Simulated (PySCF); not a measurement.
PySCF job for C₄H₉O, SMILES CCC(C)=[OH+], charge +1, PBE0/pcSseg-1. Coordinates come from a PBE0-D3(BJ)/def2-SVP optimisation. The isomer is the one that the SMILES or the coordinates give; other isomers of the formula were not compared. One conformer was computed; it need not be the lowest.

```python
import numpy as np
from pyscf import gto, scf, dft
from pyscf.prop.nmr import rks as nmr

mol = gto.M(
    atom='''
    C     1.87780375   -0.41025662   -0.15219185
    C     0.79641539    0.34320093    0.65521746
    C    -0.52083288    0.15651417    0.02430807
    C    -1.33740687   -1.03918720    0.23090434
    O    -1.00580766    1.03365904   -0.75922724
    H     2.84555324   -0.24390337    0.33953973
    H     1.68955972   -1.49231489   -0.17566796
    H     1.94864132   -0.03856283   -1.18386039
    H     1.04122357    1.41635362    0.71614248
    H     0.75566733   -0.06291936    1.67833900
    H    -0.71299998   -1.92929974    0.38883066
    H    -1.89119808   -0.87491132    1.17751290
    H    -2.07054502   -1.18145444   -0.57310660
    H    -0.45531720    1.83611224   -0.84334010
    ''',
    basis='pcSseg-1',
    charge=1,
    spin=0,
    max_memory=1600,
    verbose=3,
)
mf = dft.RKS(mol, xc='pbe0')
mf.grids.level = 3
mf.conv_tol = 1e-10
mf.max_cycle = 100
mf.kernel()
n = nmr.NMR(mf)
n.verbose = 2
n.max_cycle_cphf = 60
sigma = n.kernel()
print('atom   isotropic/ppm   span/ppm')
for i, s in enumerate(sigma):
    w = np.linalg.eigvalsh((s + s.T) / 2)
    print(f'{mol.atom_symbol(i):2s}{i + 1:3d} {w.mean():14.3f} {w[2] - w[0]:11.3f}')
```

Program output:

```
converged SCF energy = -232.490124273894
atom   isotropic/ppm   span/ppm
C   1        166.853      32.509
C   2        139.536      60.411
C   3        -78.842     361.657
C   4        152.589      59.914
O   5         -9.403     464.663
H   6         28.703      10.880
H   7         29.491      10.040
H   8         29.776      10.720
H   9         28.668       8.409
H  10         27.788       7.260
H  11         27.627       6.864
H  12         27.981       9.263
H  13         27.875       9.728
H  14         20.770       5.778
```

Self-consistency was reached.
